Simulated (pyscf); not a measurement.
**Routes from •H₂C–SiH₂–Cl (SMILES [CH2][SiH2]Cl)**

Candidate steps break at most two bonds and form at most two. Each was searched with GFN2-xTB (tblite) first. Optimised with ωB97X-D3(BJ)/def2-SVP in PySCF. MP2 and CC: frozen core, UHF for open shells. ΔMP2 is the change of the MP2 total energy from the triple- to the quadruple-zeta basis. Energies: CCSD(T)/def2-TZVPP + ΔMP2(QZVPP), kcal/mol, from the reactant's lowest minimum found, doublet surface.

```json
[
 {"products": "H₃C–SiH•–Cl", "type": "hydrogen shift", "ΔE‡": "39.4", "ΔE": "-11.2", "ΔG‡ 298 K": "38.0", "ΔG‡ 900 K": "38.9", "ν‡ (cm⁻¹)": "1850i"},
 {"products": "•H₂Si–CH₂–Cl", "type": "group migration", "ΔE‡": "51.5", "ΔE": "+30.5", "ΔG‡ 298 K": "51.6", "ΔG‡ 900 K": "53.6", "ν‡ (cm⁻¹)": "608i"}
]
```

Plain bond fissions and candidates not yet searched are not listed, and one of them may be faster. Each barrier is that of the saddle found; lower ones may exist. The CCSD(T) − MP2 part came from Ansatz, without density fitting, on the same reference.
